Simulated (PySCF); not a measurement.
# Computed properties of B₃H₇N₃, SMILES B1[NH2+]BNBN1, charge +1

B3H7N3, SMILES B1NB[NH2+]BN1, charge +1. Geometry optimised at B3LYP-D3(BJ)/def2-SVP. The isomer is the one that the SMILES or the coordinates give; other isomers of the formula were not compared. One conformer was computed; it need not be the lowest. All values are computed for the isolated molecule unless a solvent is named; none is compared with measurement here.

**Structure.** The optimised structure has C2v symmetry. All 33 harmonic modes at B3LYP-D3(BJ)/def2-SVP (PySCF) are real, so it is a minimum. With heavy atoms numbered as in [BH:1]1[NH:2][BH:3][NH2+:4][BH:5][NH:6]1, the shortest bond between them is B5–N6 at 1.387 Å and the longest B3–N4 at 1.550 Å.

**Vibrations.** The strongest infrared lines (harmonic, unscaled, degenerate partners summed) lie at 1537 cm⁻¹ (552 km/mol, H 50 %, N 31 %, B 19 %), 1381 cm⁻¹ (372 km/mol, B 61 %, N 20 %, H 19 %), 966 cm⁻¹ (182 km/mol, H 59 %, B 26 %, N 15 %). The softest mode is at 135 cm⁻¹ and the zero-point energy is 66.1 kcal/mol.

**Electronic structure.** HF/def2-TZVP (PySCF) places the frontier levels at -16.69 and -2.16 eV, a gap of 14.53 eV and a mean polarisability of 50.2 bohr³. PBE/def2-TZVP (PySCF) at the same geometry gives -12.55 and -7.11 eV, so its gap is 9.09 eV narrower. An orbital gap is neither the optical nor the fundamental gap.

**Excitations.** TDDFT-B3LYP/def2-SVPD (PySCF) has S1 at 6.31 eV (197 nm, f = 0.077, bright); the most intense of the 10 singlets computed lies at 8.19 eV (f = 0.45). T1 (TDA) is at 5.53 eV. TDDFT-PBE/def2-SVPD (PySCF) puts S1 at 5.84 eV. No vertical singlet excitation falls in the visible range (under 3.1 eV).

**NMR.** GIAO shifts at HF/pcSseg-1 (PySCF) (non-relativistic, atoms alike by connectivity averaged): ¹H from 4.4 to 7.2 ppm against TMS; ¹¹B from 23.1 to 26.0 ppm against BF3.
